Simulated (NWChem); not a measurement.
# Ionisation of stibine (H$_{3}$Sb)

```xyz
4

Sb     0.0006     0.0541     0.0000
H     -0.7203    -0.9130     1.2313
H     -0.7203    -0.9130    -1.2313
H      1.4123    -0.9348     0.0000
```
Charge 0, spin multiplicity 1.

The numbers come from NWChem runs, not from measurements. Structure: optimised with B3LYP/def2-SVP with def2 effective core potentials on Sb, a minimum by its harmonic frequencies.

Basis set: def2-TZVPD. −ε marks an orbital energy of the parent.

Effective core potentials replace the inner electrons of Sb; spin-orbit coupling is left out. B3LYP has NWChem's definition, with VWN1-RPA local correlation.

**Question.** For the first vertical ionisation energy, −ε(HOMO) of HF gives 9.84 eV and −ε(HOMO) of BLYP gives 6.44 eV. What do −ε(HOMO) of B3LYP, −ε(HOMO) of PBE give?

**Answer.** −ε(HOMO) of B3LYP: 7.40 eV; −ε(HOMO) of PBE: 6.54 eV.
